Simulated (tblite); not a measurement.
C5H8F2SSi.
Cartesian coordinates in Å at the GFN2-xTB level; atoms count from 1:
```xyz
17
C5H8F2SSi angstrom
F     -2.3140   -0.9658    1.2996
C     -2.0662    0.2457    0.7317
C     -2.0994    0.3573   -0.7625
C     -0.7880    0.4241   -0.0342
F     -0.2281    1.6741    0.0752
C      0.2378   -0.6658   -0.1409
C      1.4289   -0.4574    0.8049
Si     2.6501    0.1224   -0.5364
S      1.0630   -0.6148   -1.8005
H     -2.4398    1.0467    1.3567
H     -2.4926    1.2657   -1.1898
H     -2.2920   -0.5363   -1.3349
H     -0.2621   -1.6281   -0.0276
H      1.7153   -1.3987    1.2712
H      1.1999    0.2481    1.6015
H      3.8630   -0.6680   -0.6798
H      2.8171    1.5629   -0.6441
```

Method: GFN2-xTB as coded in tblite; computed harmonic values from a numerical Hessian at the method's own geometry, unscaled. Errors from tens to a few hundred cm⁻¹ against measured bands are possible. Modes of hydrogen on silicon can be 10 to 20 % off. One conformer, not necessarily the lowest.

Harmonic wavenumbers (cm⁻¹): 44.1, 50.6, 126.1, 177.0, 219.3, 261.1, 364.5, 399.4, 440.2, 445.9, 477.3, 494.7, 520.0, 548.6, 618.0, 691.3, 732.7, 757.5, 772.3, 809.3, 836.8, 893.9, 942.9, 1020.1, 1028.7, 1045.6, 1074.3, 1094.1, 1139.6, 1142.0, 1204.8, 1215.7, 1249.4, 1284.8, 1371.0, 1443.4, 1463.8, 2333.1, 2342.7, 2978.9, 2999.6, 3008.0, 3056.5, 3103.7, 3126.4.

A = 2241, B = 757.8, C = 742.1 MHz; mass 166.008 u (most abundant isotopes); point group C1, symmetry number 1.

Task: What is the zero-point energy?

Result: ½Σν̃ = 25675 cm⁻¹ = 73.41 kcal/mol.

Task: Entropy at 200 K, 1 bar (ideal gas, RRHO, classical rotation)?

Result: Translation 39.27, rotation 28.73, vibration 17.72: S = 85.7 cal/(mol K).

Task: And Cp and H(200 K) − H(0)?

Result: Cp = 28.18 cal/(mol K), of which vibrations give 20.23 (their classical limit is 45 R = 89.4); H(200 K) − H(0) = 3.50 kcal/mol without the zero-point energy, 1.91 from vibrations.

Task: What must be added to the electronic energy to get the Gibbs energy at 200 K and 1 bar?

Result: ZPE + [H(200 K) − H(0)] − T·S = 73.41 + 3.50 − 17.14 = 59.77 kcal/mol.

Task: Which modes carry the vibrational entropy at 200 K?

Result: 44.1 cm⁻¹: 4.28; 50.6 cm⁻¹: 4.01; 126.1 cm⁻¹: 2.25; 177.0 cm⁻¹: 1.64; 219.3 cm⁻¹: 1.28; 261.1 cm⁻¹: 1.00 cal/(mol K); the other 39 give 3.27 together.

Task: Blend soft modes into free rotors: weight 1/[1 + (100 cm⁻¹/ν̃)⁴] for the oscillator and the rest for a rotor with moment μB/(μ + B), μ = h/(8π²ν), B = 10⁻⁴⁴ kg m². What vibrational entropy results?

Result: 15.99 cal/(mol K) in place of 17.72, which changes −T·S at 200 K by +0.35 kcal/mol.

Task: How do the functions run with temperature in this model?

Result: 
```json
{"T (K)": "150", "S (cal/(mol K))": "78.5", "Cp (cal/(mol K))": "22.5", "H − H(0) (kcal/mol)": "2.24", "G − H(0) (kcal/mol)": "-9.53", "ln q(vib)": "2.91"}
{"T (K)": "250", "S (cal/(mol K))": "92.6", "Cp (cal/(mol K))": "33.9", "H − H(0) (kcal/mol)": "5.06", "G − H(0) (kcal/mol)": "-18.10", "ln q(vib)": "5.32"}
{"T (K)": "298.15", "S (cal/(mol K))": "99.1", "Cp (cal/(mol K))": "39.3", "H − H(0) (kcal/mol)": "6.82", "G − H(0) (kcal/mol)": "-22.72", "ln q(vib)": "6.52"}
{"T (K)": "400", "S (cal/(mol K))": "112.1", "Cp (cal/(mol K))": "49.3", "H − H(0) (kcal/mol)": "11.35", "G − H(0) (kcal/mol)": "-33.48", "ln q(vib)": "9.12"}
{"T (K)": "600", "S (cal/(mol K))": "134.9", "Cp (cal/(mol K))": "63.0", "H − H(0) (kcal/mol)": "22.69", "G − H(0) (kcal/mol)": "-58.23", "ln q(vib)": "14.22"}
{"T (K)": "900", "S (cal/(mol K))": "162.9", "Cp (cal/(mol K))": "74.9", "H − H(0) (kcal/mol)": "43.56", "G − H(0) (kcal/mol)": "-103.06", "ln q(vib)": "21.38"}
```

q(vib) and H(0) count from the zero-point level.

Hindered rotation and anharmonicity are outside this model. Other conformers, if any are populated, would add a mixing term that is left out. The structure is chiral; the term R ln 2 for an equal mix with its mirror image is left out.
